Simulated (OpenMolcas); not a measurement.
How methods differ on SiNH4O2 (SMILES N[Si](O)O)

The species is SiNH4O2 (8 atoms), meant as a doublet with charge 0. As SMILES, `N[Si](O)O`. The shape is that of a PBE0-D4/def2-TZVP optimisation. This is one conformer, not always the lowest.

```xyz
8

N    -0.4980    1.2670    0.1293
Si    0.0960   -0.2436   -0.3760
O     1.6416   -0.2883    0.2026
O    -0.9565   -1.3347    0.2779
H     0.0712    2.0940    0.0651
H    -1.4836    1.4674    0.1105
H     2.2509   -0.8480   -0.2809
H    -1.0294   -2.1710   -0.1842
```

Each level gives the energy change with the N1–H6 bond stretched from 1.006 to 1.157 Å (eV). The values are calculated.

```
            level                   kind     program  value (eV)  less CCSD(T)/cc-pVDZ
      UHF/cc-pVDZ           Hartree–Fock  OpenMolcas        0.46                 +0.12
 U-revPBE/cc-pVDZ                    GGA  OpenMolcas        0.30                 -0.04
    UBLYP/cc-pVDZ                    GGA  OpenMolcas        0.29                 -0.05
     UPBE/cc-pVDZ                    GGA  OpenMolcas        0.30                 -0.04
   UBHLYP/cc-pVDZ          global hybrid  OpenMolcas        0.41                 +0.07
  UM06-2X/cc-pVDZ        hybrid meta-GGA  OpenMolcas        0.36                 +0.02
    UPBE0/cc-pVDZ          global hybrid  OpenMolcas        0.36                 +0.02
ROCCSD(T)/cc-pVDZ  coupled cluster or CI  OpenMolcas        0.34                  0.00
```

ROCCSD(T)/cc-pVDZ is the highest level here, not the true value. The first shape isn't each level's own minimum. The values span 0.29 to 0.46 eV.
